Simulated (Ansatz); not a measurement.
**Which method gave which barrier?**

Saddle point of AlH2Cl3, closed shell (AlCl₃ ([Cl][Al]([Cl])[Cl]) + H₂ → AlHCl₂ ([Cl][AlH][Cl]) + HCl (still joined by a long Al–Cl bond); bonds formed: Al1–H6, Cl2–H5; bonds broken: H5–H6; bonds weakened to dative contacts: Al1–Cl2), PBE0-D4/def2-TZVP structure:

```
6
angstrom
Al 0.0507 -0.5335 0.0917
Cl 0.5893 1.6624 -0.7433
Cl -0.3757 -1.7608 -1.5346
Cl 1.4850 -1.0613 1.5051
H -0.5464 1.3315 0.0281
H -1.2028 0.3616 0.6531
```

Ansatz 0.2.0; basis: def2-TZVPP, with def2-QZVPP for the basis limit; cores frozen in the correlated methods. Extrapolation: Hartree–Fock as exp(−7.88 √X), correlation as X^−2.97. Four methods, as single points on the PBE0-D4 structures, gave these electronic barriers from the start structure: 121.3, 132.1, 150.0, 178.3 kJ/mol.

Q: The methods were, in alphabetical order, HF, MP2, PBE-D4, PBE0-D4. Which gave which? (Judge from chemistry; the calculation decides.)

A: Computed: PBE-D4 121.3; PBE0-D4 132.1; MP2 150.0; HF 178.3 kJ/mol. For comparison, CCSD(T) at an estimated basis limit (MP2 extrapolated from triple and quadruple zeta, plus CCSD(T) − MP2 in triple zeta) gives 150.2 kJ/mol.

T1 diagnostic: at most 0.009. The end structure is not quite a true minimum (one mode of 84i cm⁻¹).

Labels in which every atom is bracketed show which atoms are joined, not bond orders.

For scale, one of the runs: CCSD(T)/def2-TZVPP, 196 basis functions (an equivalent command: `ansatz run in.yaml --threads 4`). Hardware: 4 CPU threads, shared host. Wall time 31 s; peak host memory 2 GiB.
